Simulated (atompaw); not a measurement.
Which change was made? (Cd, PAW (atompaw))

atompaw 4.2.0.5 input, output lines left out:

```
Cd 48
LDA-PW scalarrelativistic loggrid 1500 logderivrange -3 5 201
5 5 4 0 0 0
5 0 1.5
5 1 0.5
0 0 0
c
c
c
c
v
c
c
c
v
c
v
2
2.50 2.00 2.35 1.35
y
3.25
n
y
0.95
n
y
1.1
n
custom rrkj gramschmidtortho gaussian
3 1 troulliermartins
2.35
2.35
2.50
2.50
1.35
2.50
```

Cutoffs, loose and tight: the cutoffs (Ry, on a coarse ladder) from which the occupation-weighted sum of valence levels, in a spherical-Bessel basis at the reference potential, stays within 10 and 1 mRy of its value at 400 Ry. They see the waves, projectors and local potential, not the compensation charge or the core.

The base gives: outcome: generated; cutoff, loose: 60 Ry; cutoff, tight: 110 Ry; bound ghosts: s.

Task: After one change the result is: outcome: generated; cutoff, loose: 45 Ry; cutoff, tight: 80 Ry; bound ghosts: none. Which change was it?
A. all radii scaled by about 1.17 (s 2.74, p 2.92, d 1.58 bohr); local potential troulliermartins scheme with l = 3 at 1 Ry, radius 2.74 bohr; augmentation gaussian compensation charge, radius 2.34 bohr; PAW radius 2.92 bohr; waves and projectors: custom rrkj gramschmidtortho; core correction smooth core density matched at 1.58 bohr
B. all radii scaled by about 0.95 (s 2.22, p 2.36, d 1.28 bohr); local potential troulliermartins scheme with l = 3 at 1 Ry, radius 2.22 bohr; augmentation gaussian compensation charge, radius 1.88 bohr; PAW radius 2.36 bohr; waves and projectors: custom rrkj gramschmidtortho; core correction smooth core density matched at 1.28 bohr
C. all radii scaled by about 0.86 (s 2.02, p 2.16, d 1.16 bohr); local potential troulliermartins scheme with l = 3 at 1 Ry, radius 2.02 bohr; augmentation gaussian compensation charge, radius 1.72 bohr; PAW radius 2.16 bohr; waves and projectors: custom rrkj gramschmidtortho; core correction smooth core density matched at 1.16 bohr

Result: A. The others give: all radii scaled by about 0.86 (s 2.02, p 2.16, d 1.16 bohr); local potential troulliermartins scheme with l = 3 at 1 Ry, radius 2.02 bohr; augmentation gaussian compensation charge, radius 1.72 bohr; PAW radius 2.16 bohr; waves and projectors: custom rrkj gramschmidtortho; core correction smooth core density matched at 1.16 bohr → outcome: failed: atompaw: The overlap operator has at least one negative eigenvalue! | all radii scaled by about 0.95 (s 2.22, p 2.36, d 1.28 bohr); local potential troulliermartins scheme with l = 3 at 1 Ry, radius 2.22 bohr; augmentation gaussian compensation charge, radius 1.88 bohr; PAW radius 2.36 bohr; waves and projectors: custom rrkj gramschmidtortho; core correction smooth core density matched at 1.28 bohr → outcome: generated; cutoff, loose: 70 Ry; cutoff, tight: 120 Ry; bound ghosts: s.
